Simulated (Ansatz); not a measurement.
Geometry optimisation, RKS PBE0/STO-3G (Ansatz 0.2.0).

input.yaml

```yaml
crystal:
  periodic: [false, false, false]
  atoms:
    - { symbol: Si, position_ang: [0.0, 0.0, 0.0] }
    - { symbol: H, position_ang: [0.0, 0.0, 1.46] }
    - { symbol: Cl, position_ang: [2.0086, 0.0, -0.7093] }
    - { symbol: Cl, position_ang: [-1.0032, 1.7381, -0.7093] }
    - { symbol: Cl, position_ang: [-1.0032, -1.7381, -0.7093] }
basis:
  gaussian: { orbitals: STO-3G }
hamiltonian:
  xc: pbe0
relax:
  f_tol: 0.02
  max_steps: 40
```

Run as:

```bash
$ ansatz run input.yaml --threads 1 --pin off --max-ram 2048MiB --backend cpu --events-out ev --progress --plain --runs-dir out
```

**Question.** Where does it end, and by what steps?

**Answer.** The run converged. Limits of this set-up: minimal basis. After 2 steps the energy has fallen by 0.067 eV; Cl3 moved furthest, 0.04 Å.

| step | energy less start (eV) | largest force component (eV/Å) | accepted |
| --- | --- | --- | --- |
| 0 | 0.0000 | 0.928 | yes |
| 1 | -0.0656 | 0.118 | yes |
| 2 | -0.0669 | 0.020 | yes |

```xyz
5
Properties=species:S:1:pos:R:3
Si 0.000 0.000 -0.010
H 0.000 0.000 1.440
Cl 1.968 0.000 -0.699
Cl -0.983 1.704 -0.700
Cl -0.983 -1.704 -0.700
```

Whether the end is a true minimum wasn't checked by a vibrational analysis.

The run took 4.4 s on 1 thread of Arm Neoverse V2 (shared host), peak memory 0.1 GiB.
